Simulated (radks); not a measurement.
The thulium ion Tm+ inside a hard spherical wall (all orbitals vanish at R), configuration held at [Xe] 4f13 6s1 and not refilled when levels cross. Method: scalar-relativistic Kohn-Sham, LDA (Slater exchange, Perdew-Wang correlation), spin-polarised, spherical densities, finite nucleus; open shells are filled with parallel spins first (spin-orbit coupling, left out, can overturn this in heavy ions); Fermi nuclear charge, rms radius 5.2256 fm; computed with a radial shooting solver on a logarithmic mesh with Libxc functionals. Eigenvalues in eV for spin up, with the zero of energy where the potential of the charges vanishes at infinity; a dash marks a level that is unbound or too diffuse for the functional's potential to be trusted. A positive occupied level is held by the wall or, in an anion where self-interaction has pushed it up, behind a barrier. The pressure on the wall is -dE/dV.

R (bohr) = free: E (hartree) -13557.3383; kinetic (hartree) 14728.923; e(5s) -60.526; e(5p) -34.010; e(4f) -10.386; e(6s) -9.758; e(5d, empty) -7.090; e(6p, empty) -5.890; pressure (GPa) 0
R (bohr) = 20: E (hartree) -13557.3383; kinetic (hartree) 14728.923; e(5s) -60.526; e(5p) -34.010; e(4f) -10.386; e(6s) -9.758; e(5d, empty) -7.090; e(6p, empty) -5.890; pressure (GPa) < 0.0001
R (bohr) = 15: E (hartree) -13557.3383; kinetic (hartree) 14728.923; e(5s) -60.526; e(5p) -34.010; e(4f) -10.386; e(6s) -9.758; e(5d, empty) -7.090; e(6p, empty) -5.890; pressure (GPa) < 0.0001
R (bohr) = 12: E (hartree) -13557.3383; kinetic (hartree) 14728.923; e(5s) -60.525; e(5p) -34.009; e(4f) -10.385; e(6s) -9.757; e(5d, empty) -7.089; e(6p, empty) -5.883; pressure (GPa) 0.000206
R (bohr) = 10: E (hartree) -13557.3381; kinetic (hartree) 14728.925; e(5s) -60.514; e(5p) -33.999; e(4f) -10.374; e(6s) -9.747; e(5d, empty) -7.078; e(6p, empty) -5.831; pressure (GPa) 0.00506
R (bohr) = 8: E (hartree) -13557.3360; kinetic (hartree) 14728.946; e(5s) -60.419; e(5p) -33.907; e(4f) -10.280; e(6s) -9.638; e(5d, empty) -6.976; e(6p, empty) -5.480; pressure (GPa) 0.110
R (bohr) = 6: E (hartree) -13557.3106; kinetic (hartree) 14729.103; e(5s) -59.868; e(5p) -33.380; e(4f) -9.723; e(6s) -8.680; e(5d, empty) -6.300; e(6p, empty) -3.418; pressure (GPa) 2.16
R (bohr) = 4: E (hartree) -13557.0061; kinetic (hartree) 14730.478; e(5s) -57.158; e(5p) -30.838; e(4f) -6.714; e(6s) -0.219; e(5d, empty) -2.012; e(6p, empty) 9.981; pressure (GPa) 66.9
R (bohr) = 3.5: E (hartree) -13556.6508; kinetic (hartree) 14732.050; e(5s) -55.034; e(5p) -28.741; e(4f) -4.175; e(6s) 7.797; e(5d, empty) 1.608; e(6p, empty) 21.085; pressure (GPa) 203
R (bohr) = 3: E (hartree) -13555.7676; kinetic (hartree) 14735.905; e(5s) -50.844; e(5p) -24.299; e(4f) 0.972; e(6s) 24.370; e(5d, empty) 8.822; e(6p, empty) 42.386; pressure (GPa) 723
R (bohr) = 2.5: E (hartree) -13553.2582; kinetic (hartree) 14746.264; e(5s) -41.598; e(5p) -13.714; e(4f) 12.110; e(6s) 61.559; e(5d, empty) 24.700; e(6p, empty) 86.876; pressure (GPa) 3140
